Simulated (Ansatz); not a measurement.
`[CH3][Al]([GaH2])[Br]` + `C[SiH]1CN1` → `C[Si@H]1N[C@@H]1[GaH2]` + `[CH3][AlH][Br]`  (formal exchange of groups at a Ga–Al bond)

Gas-phase electronic energies from Ansatz, PBE0-D4/def2-TZVP geometries. CCSD(T)/CBS is the MP2 limit (def2-TZVPP, def2-QZVPP) plus CCSD(T) − MP2 in def2-TZVPP, frozen cores. For Br, Ga outer-core shells are correlated without core-valence functions, which leaves a few kJ/mol of doubt a bond. Scalar relativity is left out up to krypton.

`[CH3][Al]([GaH2])[Br]`:

Z-matrix (Å, degrees):
```
C
Al 1 1.947
H 1 1.095 2 110.2
H 1 1.093 2 113.0 3 121.2
H 1 1.095 2 110.1 3 -117.6
Ga 2 2.510 1 132.1 3 -121.8
Br 2 2.286 1 115.6 3 58.2
H 6 1.578 2 122.2 1 -91.4
H 6 1.578 2 122.2 1 90.9
```

`C[SiH]1CN1`:

Cartesian coordinates in Å:
```
C -1.382 -0.433 -0.834
Si -0.255 -0.188 0.625
C 1.548 -0.024 0.372
N 0.765 1.190 0.775
H -2.315 0.122 -0.706
H -0.901 -0.093 -1.753
H -1.639 -1.490 -0.951
H -0.841 -0.681 1.893
H 1.912 -0.055 -0.656
H 2.305 -0.322 1.093
H 0.803 1.975 0.144
```

`C[Si@H]1N[C@@H]1[GaH2]`:

Z-matrix (Å, degrees):
```
C
Si 1 1.858
H 1 1.093 2 110.9
H 1 1.093 2 110.7 3 119.5
H 1 1.092 2 110.5 3 -120.5
N 2 1.721 1 122.5 3 84.8
C 2 1.852 1 119.8 3 143.9
H 2 1.480 1 113.3 3 -60.6
H 6 1.011 2 122.0 1 -2.5
Ga 7 1.937 2 118.8 1 140.7
H 7 1.094 2 110.3 1 0.0
H 10 1.569 7 120.3 2 61.6
H 10 1.575 7 118.4 2 -112.1
```

`[CH3][AlH][Br]`:

```xyz
7

C    -0.104   -0.353    0.879
Al    0.116    0.195   -0.968
Br    0.171    2.403   -1.474
H    -1.000   -0.973    0.988
H    -0.189    0.495    1.561
H     0.742   -0.969    1.199
H     0.264   -0.798   -2.186
```

| level | ΔE (kJ/mol) |
| --- | --- |
| SCS-MP2/def2-TZVPP | 16.6 |
| HF/def2-QZVPP | 33.1 |

(1) What does CCSD(T)/CBS give? (An estimate is asked.)

Largest T1 diagnostic among the species: 0.013.

## Answers

(1) Ansatz gave: +20.5 kJ/mol. The listed levels differ from it by -3.9, 12.6 kJ/mol.

In def2-TZVPP, CCSD(T) changes the Hartree–Fock value by −11.7 kJ/mol (the triples alone add −2.9 kJ/mol) and MP2 by −20.5 kJ/mol. The D4 term adds −4.6 kJ/mol with B3LYP and −2.4 kJ/mol with PBE0; it sums over pairs of atoms, weighted by their polarisabilities, and B3LYP, whose exchange is more repulsive, gets the larger term.

B3LYP here is the variant with VWN-RPA as its local correlation; programs differ in this.
